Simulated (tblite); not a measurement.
Species: C7H11FOSi.
Cartesian coordinates in Å at the GFN2-xTB level; atoms count from 1:
```
atom  x, y, z in Å
C1    -3.7103    0.7254    1.2521
C2    -2.9511    0.0382    0.4206
C3    -1.9440    0.6451   -0.5125
C4    -0.5804    0.1566   -0.1587
C5     0.2058   -0.7616   -0.7306
F6    -0.0800   -1.4669   -1.8570
Si7    1.5599   -0.6859    0.5914
O8     2.9761    0.0256    0.2869
C9     4.1750   -0.5315   -0.1723
C10    0.2190    0.6002    1.0464
H11   -4.4159    0.2450    1.9087
H12   -3.6641    1.8010    1.3076
H13   -3.0094   -1.0418    0.3848
H14   -2.1748    0.3446   -1.5386
H15   -1.9807    1.7346   -0.4390
H16    1.6974   -1.8936    1.4001
H17    4.4915   -1.3554    0.4705
H18    4.9330    0.2515   -0.1574
H19    4.0597   -0.9059   -1.1910
H20    0.5008    1.6493    0.9982
H21   -0.3165    0.4424    1.9795
```

Computed with GFN2-xTB (tblite): harmonic, unscaled wavenumbers at the GFN2-xTB geometry, gas phase. The method is semi-empirical: single wavenumbers can be off by several per cent or more. Modes of hydrogen on silicon can be 10 to 20 % off. One conformer, not necessarily the lowest.

Harmonic wavenumbers (cm⁻¹): 26.1, 43.4, 56.5, 79.5, 82.1, 127.2, 171.5, 203.8, 213.3, 262.5, 331.0, 378.0, 401.6, 475.3, 513.8, 561.6, 605.8, 655.2, 694.2, 734.3, 766.0, 826.3, 879.2, 901.9, 915.7, 982.7, 1022.3, 1051.3, 1080.0, 1125.3, 1127.3, 1136.0, 1154.3, 1168.4, 1192.2, 1255.6, 1271.7, 1297.0, 1411.6, 1413.7, 1450.7, 1467.3, 1475.4, 1481.1, 1674.5, 1717.6, 2281.1, 2957.2, 2961.9, 2969.0, 2973.8, 2996.7, 2999.1, 3015.0, 3059.4, 3096.7, 3122.2.

A = 2441, B = 559.1, C = 487.1 MHz; mass 158.056 u (most abundant isotopes); point group C1, symmetry number 1.

**Question.** Zero-point energy?

**Answer.** Half the sum of the wavenumbers: 35147 cm⁻¹ = 420.45 kJ/mol.

**Question.** What is S at 298.15 K and 1 bar for an ideal gas of classical rigid rotors and harmonic oscillators?

**Answer.** Translation 172.00, rotation 127.86, vibration 179.37: S = 479.2 J/(mol K).

**Question.** And Cp and H(298.15 K) − H(0)?

**Answer.** Cp = 190.48 J/(mol K), of which vibrations give 157.22 (their classical limit is 57 R = 473.9); H(298.15 K) − H(0) = 35.58 kJ/mol without the zero-point energy, 25.66 from vibrations.

**Question.** Blend soft modes into free rotors: weight 1/[1 + (100 cm⁻¹/ν̃)⁴] for the oscillator and the rest for a rotor with moment μB/(μ + B), μ = h/(8π²ν), B = 10⁻⁴⁴ kg m². What vibrational entropy results?

**Answer.** 156.19 J/(mol K) in place of 179.37, which changes −T·S at 298.15 K by +6.91 kJ/mol.

**Question.** What must be added to the electronic energy to get the Gibbs energy at 298.15 K and 1 bar?

**Answer.** ZPE + [H(298.15 K) − H(0)] − T·S = 420.45 + 35.58 − 142.88 = 313.15 kJ/mol.

**Question.** How do the functions run with temperature in this model?

**Answer.** 
```csv
T (K),S (J/(mol K)),Cp (J/(mol K)),H − H(0) (kJ/mol),G − H(0) (kJ/mol),ln q(vib)
150,374.8,122.2,12.48,-43.74,5.75
250,447.7,167.8,26.95,-84.98,9.52
400,541.7,236.1,57.35,-159.34,14.67
600,651.6,306.2,112.02,-278.93,21.05
900,789.5,372.7,214.72,-495.82,29.77
```

q(vib) and H(0) count from the zero-point level.

**Question.** Which modes carry the vibrational entropy at 298.15 K?

**Answer.** 26.1 cm⁻¹: 25.55; 43.4 cm⁻¹: 21.33; 56.5 cm⁻¹: 19.15; 79.5 cm⁻¹: 16.33; 82.1 cm⁻¹: 16.07; 127.2 cm⁻¹: 12.50 J/(mol K); the other 51 give 68.45 together.

Hindered rotation and anharmonicity are outside this model. Other conformers, if any are populated, would add a mixing term that is left out. The structure is chiral; the term R ln 2 for an equal mix with its mirror image is left out.
